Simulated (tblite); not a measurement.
C2H12FPSi3.
Atom-mapped SMILES: `[CH3:1][SiH:2]([CH3:3])[P:4]([SiH3:5])[SiH2:6][F:7]` (hydrogens: H8, H9, H10 on C1; H11 on Si2; H12, H13, H14 on C3; H15, H16, H17 on Si5; H18, H19 on Si6)

Cartesian coordinates in Å at the GFN2-xTB level; atoms count from 1:
```xyz
19
C2H12FPSi3 angstrom
C     -1.2025   -2.0405   -0.7797
Si    -0.7866   -0.1974   -0.5613
C     -2.3478    0.8293   -0.2171
P      0.5505   -0.0191    1.2471
Si     2.4202   -1.0268    0.5923
Si     1.1952    2.0915    1.0854
F     -0.1067    3.0128    1.3083
H     -1.6132   -2.4587    0.1350
H     -0.3183   -2.6166   -1.0358
H     -1.9336   -2.1825   -1.5691
H     -0.1180    0.2954   -1.7850
H     -2.0989    1.8725   -0.0478
H     -2.8592    0.4699    0.6720
H     -3.0460    0.7814   -1.0471
H      2.8680   -0.6257   -0.7450
H      3.4614   -0.6895    1.5614
H      2.1514   -2.4630    0.5993
H      1.6871    2.5386   -0.2128
H      2.0870    2.4376    2.1808
```

Method: GFN2-xTB as coded in tblite; computed harmonic values from a numerical Hessian at the method's own geometry, unscaled. Against measured fundamentals such values can be off by several per cent, at times by over 20. Modes of hydrogen on silicon can be 10 to 20 % off. One conformer, not necessarily the lowest.

Harmonic wavenumbers (cm⁻¹): 25.6, 46.0, 77.8, 83.4, 96.5, 101.9, 105.9, 116.8, 140.3, 160.4, 191.2, 200.3, 403.4, 457.9, 474.4, 510.8, 517.6, 554.7, 580.2, 602.2, 613.7, 690.8, 708.0, 749.4, 756.7, 763.6, 770.4, 787.0, 797.7, 811.7, 830.2, 833.4, 848.0, 1364.0, 1365.6, 1471.4, 1475.9, 1479.7, 1483.9, 2104.4, 2218.3, 2259.9, 2270.8, 2277.3, 2321.2, 3031.0, 3036.4, 3039.1, 3040.7, 3046.0, 3050.3.

A = 1192, B = 1029, C = 600.3 MHz; mass 169.997 u (most abundant isotopes); point group C1, symmetry number 1.

**Question.** Zero-point energy?

**Answer.** ½Σν̃ = 27872 cm⁻¹ = 79.69 kcal/mol.

**Question.** Give the ideal-gas entropy at 500 K and 1 bar in the rigid-rotor, harmonic-oscillator model (classical rotation).

**Answer.** Translation 43.89, rotation 32.00, vibration 76.68: S = 152.6 cal/(mol K).

**Question.** And Cp and H(500 K) − H(0)?

**Answer.** Cp = 66.62 cal/(mol K), of which vibrations give 58.67 (their classical limit is 51 R = 101.3); H(500 K) − H(0) = 21.62 kcal/mol without the zero-point energy, 17.64 from vibrations.

**Question.** Which modes carry the vibrational entropy at 500 K?

**Answer.** 25.6 cm⁻¹: 7.17; 46.0 cm⁻¹: 6.01; 77.8 cm⁻¹: 4.97; 83.4 cm⁻¹: 4.83; 96.5 cm⁻¹: 4.54; 101.9 cm⁻¹: 4.43 cal/(mol K); the other 45 give 44.74 together.

**Question.** What must be added to the electronic energy to get the Gibbs energy at 500 K and 1 bar?

**Answer.** ZPE + [H(500 K) − H(0)] − T·S = 79.69 + 21.62 − 76.29 = 25.02 kcal/mol.

**Question.** How do the functions run with temperature in this model?

**Answer.** 
| T (K) | S (cal/(mol K)) | Cp (cal/(mol K)) | H − H(0) (kcal/mol) | G − H(0) (kcal/mol) | ln q(vib) |
| --- | --- | --- | --- | --- | --- |
| 150 | 93.9 | 33.3 | 3.36 | -10.72 | 6.57 |
| 250 | 113.7 | 45.5 | 7.31 | -21.13 | 11.11 |
| 298.15 | 122.2 | 50.8 | 9.63 | -26.81 | 13.13 |
| 400 | 138.5 | 59.8 | 15.28 | -40.10 | 17.16 |
| 600 | 165.2 | 72.1 | 28.56 | -70.57 | 24.27 |
| 900 | 196.9 | 84.1 | 52.13 | -125.09 | 33.40 |

q(vib) and H(0) count from the zero-point level.

Hindered rotation and anharmonicity are outside this model. Other conformers, if any are populated, would add a mixing term that is left out. The structure is chiral; the term R ln 2 for an equal mix with its mirror image is left out.

The run took 1.8 s on one thread, Arm Neoverse N1 (aarch64), no GPU, shared host with 64 logical CPUs at a one-minute load of 56. This covers the Hessian and the dipole derivatives.
